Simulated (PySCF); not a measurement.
SMILES c1c(/C=C\c2ccccc2)occ1, GFN2-xTB optimised geometry.

```
23

C      1.26    -0.98    -0.08
C      1.40     0.34     0.09
C      0.40     1.37     0.00
C     -0.98     1.37     0.00
C     -1.38     2.72    -0.01
C     -0.23     3.46    -0.01
O      0.85     2.65     0.00
C      0.07    -1.71    -0.52
C     -0.67    -1.28    -1.63
C     -1.76    -2.01    -2.06
C     -2.14    -3.17    -1.40
C     -1.40    -3.61    -0.31
C     -0.30    -2.89     0.12
H      2.11    -1.61     0.14
H      2.38     0.73     0.36
H     -1.61     0.51     0.02
H     -2.38     3.10    -0.01
H     -0.05     4.51    -0.03
H     -0.37    -0.39    -2.15
H     -2.32    -1.68    -2.92
H     -2.99    -3.73    -1.73
H     -1.68    -4.51     0.21
H      0.28    -3.23     0.96
```

Density from CAM-B3LYP/def2-SVP run with PySCF at that geometry.

Minimum of the electron density along straight lines between bonded atoms, close to the bond critical point (lines longer than 1.1 times the sum of covalent radii, or with two minima, are not listed):

```tsv
bond	length / Å	ρ at the minimum / e bohr⁻³	∇²ρ there / e bohr⁻⁵	position (fraction from the first atom)
C1–C2	1.339	0.335	-0.88	0.50
C2–C3	1.440	0.287	-0.74	0.49
C3–C4	1.375	0.320	-0.81	0.52
C4–C5	1.411	0.297	-0.72	0.50
C5–C6	1.362	0.328	-0.85	0.48
C3–O7	1.358	0.282	-0.02	0.33
C6–O7	1.339	0.293	0.06	0.33
C1–C8	1.461	0.276	-0.69	0.50
C8–C9	1.394	0.309	-0.79	0.50
C9–C10	1.382	0.316	-0.82	0.50
C10–C11	1.386	0.314	-0.82	0.50
C11–C12	1.385	0.315	-0.82	0.50
C8–C13	1.394	0.310	-0.79	0.50
C12–C13	1.382	0.316	-0.83	0.50
C1–H14	1.083	0.282	-1.07	0.63
C2–H15	1.083	0.283	-1.09	0.64
C4–H16	1.070	0.288	-1.14	0.64
C5–H17	1.071	0.286	-1.12	0.64
C6–H18	1.072	0.291	-1.18	0.65
C9–H19	1.080	0.286	-1.11	0.64
C10–H20	1.080	0.284	-1.09	0.63
C11–H21	1.080	0.284	-1.09	0.63
C12–H22	1.080	0.284	-1.09	0.63
C13–H23	1.081	0.283	-1.09	0.63
```
